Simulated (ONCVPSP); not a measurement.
## What one change does to a pseudopotential (Mn (Z = 25), ONCV)

ONCVPSP 4.0.1 input, shortened (lines: element, Z, core and valence counts, functional; n l f; lmax; l rc ep ncon nbas qcut; lloc lpopt rc5 dvloc0; l nproj debl; icmod fcfact rcfact), PW91, scalar-relativistic:

```
  Mn 25.00    3    4  -109134      upf
    1    0    2.00
    2    0    2.00
    2    1    6.00
    3    0    2.00
    3    1    6.00
    3    2    5.00
    4    0    2.00
    2
    0    1.60    0.00    5    9    6.50
    1    1.20    0.00    4    7   13.70
    2    1.45    0.00    4    9   11.40
    4    5    1.05   -1.00
    0    2    3.90
    1    2    2.00
    2    2    0.80
    3    3.50    1.25
```

In the p channel the program set the typed energies aside and used -2.008, 0.250 Ha.

Change: p: rc 1.44.

Cutoffs: the cutoffs (Ha) at which the residual kinetic energy of the hardest occupied pseudo-wave falls to 1 and 0.1 mHa per electron; they do not see the model core or the augmentation charge, which bear on the density cutoff. Errors are all-electron minus pseudo energies relative to the spin-unpolarised reference configuration.

Problem. What does the change do?

Solution. The potential gets neither clearly harder nor softer (48 Ha and 54 Ha → 48 Ha and 54 Ha); the errors of the 4 common tests hardly move; neither file shows a bound ghost.

| quantity | base | changed |
| --- | --- | --- |
| cutoff, loose | 48 Ha | 48 Ha |
| cutoff, tight | 54 Ha | 54 Ha |
| loose cutoff by channel | s 11 Ha, p 29 Ha, d 48 Ha | s 11 Ha, p 31 Ha, d 48 Ha |
| bound ghosts | none | none |
| GHOST(+) flags under 300 eV | none | none |
| error for 3s2 3p6 3d5 4s1, meV [ΔE 8.48 eV] | -0.3 | -0.3 |
| error for 3s2 3p6 3d5 4s0, meV [ΔE 24.12 eV] | -0.1 | -0.1 |
| error for 3s2 3p6 3d4 4s0, meV [ΔE 56.74 eV] | +8.0 | +8.6 |
| error for 3s2 3p6 3d4 4s2 4p1, meV [ΔE 7.84 eV] | +28 | +29 |
| s: phases at 1.63 bohr within 0.05 rad from the reference energy up to (Ha; the scan ends near 5) | to the end of the scan | to the end of the scan |
| d: phases at 1.47 bohr within 0.05 rad from the reference energy up to (Ha; the scan ends near 5) | to the end of the scan | to the end of the scan |
| rms error of d²Exc/dni dnj with the model core, mHa | 1.12 | 1.10 |
